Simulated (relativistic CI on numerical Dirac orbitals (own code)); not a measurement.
# Spin-allowed bands of a d7 ion in a tetrahedral site, by hand

Problem. A d7 ion in a tetrahedral site has a 4A2 ground term and spin-allowed bands at ν1 = 8900 and ν2 = 14647 cm⁻¹ (from a computed ligand-field model). Find Δ and the Racah parameter B, and predict the third band.

Working.
1. The F term splits into A2 (−1.2Δ), T2 (−0.2Δ) and T1 (+0.6Δ), so ν1 = E(T2) − E(A2) = Δ = 8900 cm⁻¹.
2. T1(F) mixes with T1(P), which lies at 15B, through an element 0.4Δ. The two roots, counted from A2, are ν2,3 = ½(15B + 3Δ) ∓ ½√[(15B − Δ)² + 12BΔ].
3. Solving the lower root for B gives B = (2ν1² + ν2² − 3ν1ν2)/(15ν2 − 27ν1) = -18120291/-20595 = 880 cm⁻¹.
4. The sum of the roots is 15B + 3Δ, so ν3 = 15B + 3ν1 − ν2 = 25251 cm⁻¹ (396 nm).

Check. The bands were computed by exact diagonalisation of the d7 shell with B = 880 and Δ = 8900 cm⁻¹, which gives ν3 = 25253 cm⁻¹. C does not enter the terms of highest spin.
